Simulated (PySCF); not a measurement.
## Electronic absorption of Si(vinyl)2(NHiPr)2

Compound: Si(vinyl)2(NHiPr)2, C₁₀H₂₂N₂Si.
Structure used (PBE0-D3(BJ)/def2-SVP), in Å, numbered top down from 1:
```xyz
35
C10H22N2Si angstrom
Si     0.4780   -0.0371    0.3424
C      0.4551   -0.3418    2.1988
C      1.2553    0.2742    3.0775
H     -0.2878   -1.0454    2.6037
H      2.0166    0.9931    2.7525
H      1.1911    0.0955    4.1571
C      2.2401    0.2366   -0.2571
C      3.3345   -0.2732    0.3207
H      2.3890    0.8273   -1.1736
H      3.2740   -0.8766    1.2338
H      4.3399   -0.1151   -0.0867
N     -0.3144    1.4136   -0.1840
C     -1.6164    1.9512    0.1714
C     -1.5002    3.0403    1.2352
C     -2.5723    0.8546    0.6179
H      0.3189    2.1347   -0.5141
H     -2.0564    2.4131   -0.7354
H     -1.0868    2.6177    2.1649
H     -2.4794    3.4928    1.4600
H     -0.8264    3.8461    0.9026
H     -2.2346    0.3997    1.5632
H     -3.5753    1.2723    0.7904
H     -2.6428    0.0536   -0.1304
N     -0.2993   -1.4655   -0.2681
C     -0.3887   -1.9645   -1.6300
C      0.7230   -2.9658   -1.9386
C     -0.3984   -0.8306   -2.6446
H     -0.3790   -2.2129    0.4142
H     -1.3556   -2.4959   -1.7334
H      1.7067   -2.4747   -1.8688
H      0.6147   -3.3933   -2.9484
H      0.7127   -3.7990   -1.2179
H      0.5627   -0.2915   -2.6466
H     -0.5562   -1.2305   -3.6572
H     -1.1875   -0.0996   -2.4223
```

Computed with PySCF, TDDFT CAM-B3LYP/def2-SVPD, vertical, gas phase, core orbitals frozen in the response.

Question: What does the calculation give for the low-lying excited states?

Answer: 

```json
{"state": "S1", "λ (nm)": "223.1", "E (eV)": "5.56", "f": "0.014", "main configurations (H = HOMO, L = LUMO)": "H→L (90%)"}
{"state": "S2", "λ (nm)": "216.2", "E (eV)": "5.73", "f": "0.017", "main configurations (H = HOMO, L = LUMO)": "H-1→L (72%), H→L+1 (16%)"}
{"state": "S3", "λ (nm)": "209.6", "E (eV)": "5.92", "f": "0.075", "main configurations (H = HOMO, L = LUMO)": "H→L+1 (66%), H-1→L (19%)"}
{"state": "S4", "λ (nm)": "207.5", "E (eV)": "5.97", "f": "0.0032", "main configurations (H = HOMO, L = LUMO)": "H-1→L+1 (44%), H→L+2 (28%), H-1→L+3 (11%)"}
{"state": "S5", "λ (nm)": "199.2", "E (eV)": "6.22", "f": "0.020", "main configurations (H = HOMO, L = LUMO)": "H-1→L+2 (37%), H→L+3 (37%), H→L+1 (11%)"}
{"state": "S6", "λ (nm)": "198.5", "E (eV)": "6.25", "f": "0.080", "main configurations (H = HOMO, L = LUMO)": "H-1→L+1 (36%), H→L+2 (33%), H-1→L+3 (13%)"}
{"state": "S7", "λ (nm)": "187.3", "E (eV)": "6.62", "f": "0.037", "main configurations (H = HOMO, L = LUMO)": "H-2→L (63%), H-4→L (16%), H-1→L+1 (11%)"}
{"state": "S8", "λ (nm)": "179.3", "E (eV)": "6.92", "f": "0.071", "main configurations (H = HOMO, L = LUMO)": "H-2→L+1 (36%), H-4→L+1 (33%)"}
{"state": "S9", "λ (nm)": "177.4", "E (eV)": "6.99", "f": "0.0038", "main configurations (H = HOMO, L = LUMO)": "H-1→L+2 (28%), H→L+5 (21%), H→L+3 (20%)"}
{"state": "S10", "λ (nm)": "176.9", "E (eV)": "7.01", "f": "0.022", "main configurations (H = HOMO, L = LUMO)": "H-1→L+3 (25%), H→L+2 (19%), H→L+4 (17%)"}
```

Triplets (Tamm–Dancoff): T1 4.09 eV, H-2→L (30%), H-3→L+1 (27%), H→L (18%); T2 4.12 eV, H-3→L (34%), H-2→L+1 (26%), H→L+1 (15%); T3 5.43 eV, H→L (39%), H-2→L (21%), H-1→L+1 (13%); T4 5.50 eV, H-1→L (28%), H→L+1 (27%), H-2→L+1 (16%).

The lowest singlet comes at 223 nm (536 kJ/mol) in the ultraviolet; it is weak; its leading configuration is HOMO→LUMO (90%). The most intense listed level is S6 at 6.25 eV (198 nm, f = 0.080), 0.69 eV above S1. Löwdin shares by element: HOMO nitrogen 54%, carbon 8% or more (atoms not listed hold the other 37%); LUMO carbon 66% or more (atoms not listed hold the other 34%). The listed states span 1.45 eV, and the widest gap between neighbours is 0.37 eV (S6 to S7). The oscillator strengths of these states sum to 0.342; summed over the whole spectrum of an exact calculation they would give the number of electrons, 110 (Thomas–Reiche–Kuhn). Weighted by f, the mean energy of these states is 6.35 eV. The window holds the lowest 10 singlets.

One conformer stands for the species.
